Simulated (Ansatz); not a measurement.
Reactions of C2H8ClNSi (`CC(Cl)[SiH2]N`).

Calculated with Ansatz (gas phase, PBE0-D4/def2-TZVP geometries, no zero-point term in ΔE). CCSD(T)/CBS is the MP2 limit (def2-TZVPP, def2-QZVPP) plus CCSD(T) − MP2 in def2-TZVPP, frozen cores. This one scheme is used for every species, atoms too. DFT in def2-TZVPP. No spin–orbit coupling; open shells (•) take unrestricted orbitals. Spin–orbit coupling would lower the free atoms: a little for C, Cl, Si. def2 core potentials past Kr. For Te outer-core shells are correlated without core-valence functions, so the limit isn't a true one: a few kJ/mol of doubt a bond, and 10 to 20 or more in all where bonds break to atoms. One conformer a species, not always the lowest.

| reaction | CCSD(T)/CBS(def2) (kJ/mol) |
| --- | --- |
| `CC(Cl)[SiH2]N` + `N[SiH](O)S` → `N[SiH2]S[SiH](N)O` + `CCCl` | -93 |
| `CC(Cl)[SiH2]N` → 2 C• + Cl• + 8 H• + N• + Si• | ? |
| `CC(Cl)[SiH2]N` + H–F → `CC(F)Cl` + `N[SiH3]` | 72 |
| `CC(Cl)[SiH2]N` → `CCN[SiH2]Cl` | -103 |
| `CC(Cl)[SiH2]N` → `CN[SiH2]CCl` | 48 |
| `CC(Cl)[SiH2]N` + H₂Te → `N[SiH2][TeH]` + `CCCl` | -72 |
| `CC(Cl)[SiH2]N` + `N[SiH](F)S` → `N[SiH2]S[SiH](N)F` + `CCCl` | ? |
| `CC(Cl)[SiH2]N` + `N[SiH](O)Cl` → `N[SiH2]O[SiH](N)Cl` + `CCCl` | -131 |
| `CC(Cl)[SiH2]N` → `CCCl` + `N[SiH]` | 152 |
| `CC(Cl)[SiH2]N` + H₂S → `N[SiH2]S` + `CCCl` | ? |

Problem. Fill in the missing values. (Best estimate.)

Solution. Ansatz gave: `CC(Cl)[SiH2]N` → 2 C• + Cl• + 8 H• + N• + Si•: +4588.1 kJ/mol; `CC(Cl)[SiH2]N` + `N[SiH](F)S` → `N[SiH2]S[SiH](N)F` + `CCCl`: -79.6 kJ/mol; `CC(Cl)[SiH2]N` + H₂S → `N[SiH2]S` + `CCCl`: -67.8 kJ/mol.

Largest T1 diagnostic: 0.015, for `N[SiH]`.
